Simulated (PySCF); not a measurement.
A thermochemical cycle for GeB

PBE0 in PySCF with x2c-SVPall on every atom, spin-free X2C, for the lowest determinant that a PBE0 search found; no spin–orbit coupling. GeB, a quartet (σ ↑, π ↑↑), has De = 3.31 eV to neutral atoms, and GeB⁺, a triplet (σ ↑, π ↑), has De = 2.54 eV to Ge⁺ + B.

The adiabatic ionisation energy of GeB, between the minima, is 8.69 eV.

Problem. Which ionisation energy of the Ge atom does this level give?

Solution. IE(Ge) = IE(molecule) + De(ion) − De(neutral) = 8.69 + 2.54 − 3.31 = 7.92 eV; the measured value is 7.899 eV (NIST ASD).

Spin–orbit coupling is left out. For an ion De counts to the pair picked by the measured ionisation energies or electron affinities, which need not be the lowest pair at this level. States were picked by a PBE0 search and need not be the measured ground states.
